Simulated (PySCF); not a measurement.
**Pb: ionisation energy**

Pb [Xe] 4f14 5d10 6s2 6p2 (3P) → Pb+ [Xe] 4f14 5d10 6s2 6p1 (2P), as a difference of total energies. Computed with PySCF 2.14 in def2-TZVPPD with the def2 core potential (60 electrons), with a scalar-relativistic core potential. Correlated levels: valence: 5s2 5p6 5d10 frozen; valence and next inner shell: nothing frozen outside the core potential. The calculations carry no spin-orbit coupling.

```tsv
method	ionisation energy (eV)	difference from reference (eV)
UHF	6.566	-0.851
LDA	7.161	-0.256
PBE	6.977	-0.440
PBE0	7.015	-0.402
r2SCAN	7.092	-0.325
M06	6.637	-0.780
PW91	7.038	-0.379
BLYP	6.827	-0.590
LC-wPBE	7.071	-0.346
MP2 (valence)	6.821	-0.596
SCS-MP2 (valence)	6.759	-0.658
MP2 (valence and next inner shell)	6.952	-0.465
SCS-MP2 (valence and next inner shell)	6.828	-0.589
```

Reference: 7.417 eV (measured; NIST Atomic Spectra Database, ionization energies).

Spin-orbit coupling is strong in these open shells (close to jj coupling). The scalar numbers leave it out and a first-order estimate fails, so it can dominate the gap to the real levels.

Errors of the correlated levels include the incompleteness of this basis and the frozen core.
